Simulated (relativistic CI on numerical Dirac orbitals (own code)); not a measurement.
## Energy levels of W6+

Method of calculation: Dirac-Coulomb-Breit CI, separate exchange-only KLI orbitals for each configuration, a model potential for QED, valence Slater integrals scaled by 0.9, P86 correlation estimate, and configurations built on the next ion tied to the tabulated ionisation energy (semi-empirical) (own radial code, finite nucleus).

CI space (outside the closed core [Kr] 4d10): 4f14.5s2.5p6, 4f13.5s2.5p6.5d, 4f13.5s2.5p6.6s, 4f13.5s2.5p6.6p, 4f13.5s2.5p6.6d, 4f13.5s2.5p6.7s, 4f13.5s2.5p6.5f, 4f13.5s2.5p6.6f, 4f14.5s2.5p5.5d, 4f12.5s2.5p6.5d2, 4f14.5s2.5p4.5d2, 4f14.5s2.5p5.5f, 4f14.5s.5p6.5d, 4f14.5s2.5p5.6s, 4f14.5s2.5p5.5g, 4f13.5s2.5p5.5d2, 4f14.5s2.5p5.6p, 4f14.5s.5p6.5f, 4f14.5s2.5p4.5f2, 4f12.5s2.5p6.5f2, 4f14.5p6.5d2, 4f14.5s2.5p5.6d, 4f14.5s.5p6.5g, 4f13.5s2.5p6.7p. Levels of other configurations are missing.

```tsv
No.	Configuration	Term	J	E (eV)	%	Next component (%)	Landé g
1	4f14.5s2.5p6	1S	0	0.0000	98	1 4f14.5s2.5p4.5d2 1S	
2	4f13.5s2.5p6.5d	3P°	2	38.9251	84	13 3D°	1.443
3	4f13.5s2.5p6.5d	3H°	5	39.7309	55	41 1H°	1.025
4	4f13.5s2.5p6.5d	3D°	3	40.1760	50	39 3F°	1.191
5	4f13.5s2.5p6.5d	3F°	4	40.4598	40	35 3G°	1.100
6	4f13.5s2.5p6.5d	3P°	1	40.4673	74	12 3D°	1.346
7	4f13.5s2.5p6.5d	3H°	6	40.7376	100		1.166
8	4f13.5s2.5p6.5d	1D°	2	40.9917	49	28 3D°	1.044
9	4f14.5s2.5p5.5d‡	3P°	0	41.2578	52	48 4f13.5s2.5p6.5d 3P°	
10	4f13.5s2.5p6.5d	3F°	4	41.4068	44	35 3H°	1.049
11	4f13.5s2.5p6.5d	3D°	3	41.6360	42	32 1F°	1.133
12	4f13.5s2.5p6.5d	3G°	5	41.8153	80	18 1H°	1.160
13	4f13.5s2.5p6.5d	3H°	4	41.9201	52	37 1G°	0.910
14	4f13.5s2.5p6.5d	3F°	2	42.1780	44	43 1D°	0.877
15	4f13.5s2.5p6.5d	1P°	1	42.6117	72	18 3D°	0.894
16	4f13.5s2.5p6.5d	3P°	0	42.7709	52	48 4f14.5s2.5p5.5d 3P°	
17	4f13.5s2.5p6.5d	3D°	1	42.8281	47	39 4f14.5s2.5p5.5d 3P°	0.934
18	4f13.5s2.5p6.5d	3G°	3	42.8880	55	40 1F°	0.867
19	4f13.5s2.5p6.5d	3H°	5	43.1388	43	41 1H°	1.044
20	4f14.5s2.5p5.5d‡	3P°	1	43.1573	39	25 4f13.5s2.5p6.5d 3P°	1.172
21	4f13.5s2.5p6.5d	3D°	2	43.3434	49	38 3F°	0.967
22	4f13.5s2.5p6.5d	3G°	3	43.5587	29	22 3F°	0.985
23	4f13.5s2.5p6.5d	3G°	4	43.9042	50	34 1G°	1.050
24	4f14.5s2.5p5.5d‡	3P°	2	44.2683	49	43 3D°	1.297
25	4f14.5s2.5p5.5d‡	3F°	3	44.4319	43	20 4f13.5s2.5p6.5d 3F°	1.071
26	4f14.5s2.5p5.5d‡	3F°	4	44.5663	84	9 4f13.5s2.5p6.5d 3F°	1.235
27	4f14.5s2.5p5.5d‡	1D°	2	45.2656	54	23 3F°	1.000
28	4f14.5s2.5p5.5d‡	3D°	3	46.5331	64	35 1F°	1.214
29	4f14.5s2.5p5.5d‡	3D°	1	50.4327	70	13 1P°	0.701
30	4f14.5s2.5p5.5d‡	3F°	2	54.4729	67	26 1D°	0.788
31	4f13.5s2.5p6.6s	3F°	4	55.3224	100		1.249
32	4f13.5s2.5p6.6s	1F°	3	55.4098	54	46 3F°	1.037
33	4f14.5s2.5p5.5d‡	3D°	2	55.8023	44	34 3P°	1.244
34	4f14.5s2.5p5.5d‡	1F°	3	56.3542	37	34 3F°	1.114
35	4f13.5s2.5p6.6s	3F°	2	57.4597	100		0.664
36	4f13.5s2.5p6.6s	3F°	3	57.5579	51	46 1F°	1.044
37	4f14.5s2.5p5.6s‡	3P°	2	58.3612	99	1 4f14.5s2.5p5.5d 3P°	1.498
38	4f14.5s2.5p5.6s‡	1P°	1	58.8419	63	36 3P°	1.179
39	4f14.5s2.5p5.5d‡	1P°	1	61.7534	76	14 3D°	0.946
40	4f13.5s2.5p6.6p	3D	3	64.5394	66	23 3F	1.234
41	4f13.5s2.5p6.6p	3G	4	64.6232	45	35 1G	1.070
42	4f13.5s2.5p6.6p	3G	3	66.6906	81	8 3F	0.815
43	4f13.5s2.5p6.6p	3D	2	66.7593	56	34 3F	0.985
44	4f13.5s2.5p6.6p	1D	2	66.9789	81	9 3D	1.015
45	4f13.5s2.5p6.6p	3G	5	66.9900	100		1.199
46	4f13.5s2.5p6.6p	1F	3	67.2292	56	27 3D	1.104
47	4f14.5s2.5p5.6p‡	3S	1	67.3162	49	42 3P	1.670
48	4f13.5s2.5p6.6p	3F	4	67.3648	75	22 1G	1.189
49	4f14.5s2.5p5.6p‡	3D	2	67.7252	45	30 1D	1.136
50	4f13.5s2.5p6.6p	3D	1	68.9403	98	1 4f14.5s2.5p5.6p 3S	0.514
51	4f13.5s2.5p6.6p	3G	4	69.1983	52	43 1G	1.037
52	4f14.5s2.5p5.6s‡	3P°	0	69.2260	100		
53	4f13.5s2.5p6.6p	3F	2	69.3509	61	29 3D	0.842
54	4f13.5s2.5p6.6p	3F	3	69.4677	51	27 1F	1.011
55	4f14.5s2.5p5.6s‡	3P°	1	69.4775	63	36 1P°	1.318
56	4f14.5s2.5p5.6p‡	3D	3	69.8974	97	1 4f13.5s2.5p6.6p 3D	1.329
57	4f14.5s2.5p5.6p‡	1P	1	69.9941	58	23 3S	1.177
58	4f14.5s2.5p5.6p‡	3P	2	70.5236	68	31 1D	1.343
59	4f14.5s2.5p5.6p‡	1S	0	71.4366	58	40 3P	
60	4f13.5s2.5p6.5f	3S	1	77.8005	53	34 3P	1.744
61	4f13.5s2.5p6.5f	3P	2	78.0916	50	37 3D	1.322
62	4f13.5s2.5p6.5f	3I	6	78.1609	47	43 1I	1.014
63	4f13.5s2.5p6.5f	1P	1	78.2331	28	23 3D	0.850
64	4f13.5s2.5p6.5f	3I	7	78.3031	93	6 4f13.5s2.5p5.5d2 3I	1.141
65	4f13.5s2.5p6.5f	3D	3	78.3162	57	31 3F	1.224
66	4f14.5s2.5p5.6p‡	3D	1	78.3268	45	22 4f13.5s2.5p6.5f 1P	0.776
67	4f13.5s2.5p6.5f	3G	4	78.4932	41	39 3F	1.116
68	4f13.5s2.5p6.5f	3H	5	78.5258	44	22 1H	1.041
69	4f13.5s2.5p6.5f	1F	3	78.5729	51	16 3G	1.016
70	4f13.5s2.5p6.5f	1D	2	78.6065	43	23 3F	1.026
```

Energies count from the lowest computed level; ° marks odd parity. ‡ marks configurations that were not tied to measured data.

The mean weight of the leading LS term, summed over parents, in these 70 levels is 61 %, and that of the leading jj configuration (from the same eigenvectors) 85 %, so jj coupling describes them better and the LS labels are nominal.

Configurations that consist of the next ion and one excited electron were tied to the tabulated ionisation energy; Rydberg ones are usually within 1,000 to 3,000 cm⁻¹ and the lowest ones within about 6,000 (9,000 in d shells), while levels on excited terms of the next ion carry the error of that term, and the other configurations can be misplaced by 10,000 cm⁻¹ or more. Rates follow the energies as ν³ (E1, M1) or ν⁵ (E2), so rates, branching and lifetimes can be off by large factors. Levels and lines within the n = 5 or 6 shells can be off by up to 10 % or somewhat more, and those that change n by about 2 %, since core polarisation is missing. Levels that differ in their count of f electrons can be misplaced by several ten thousand cm⁻¹, since the correlation energy of f electrons is missing or only estimated; rates across such gaps can be off by orders of magnitude.

LS names give the leading component of a level, which can be under half, so a name can repeat, a term be missing and a line seem to break the LS rules.
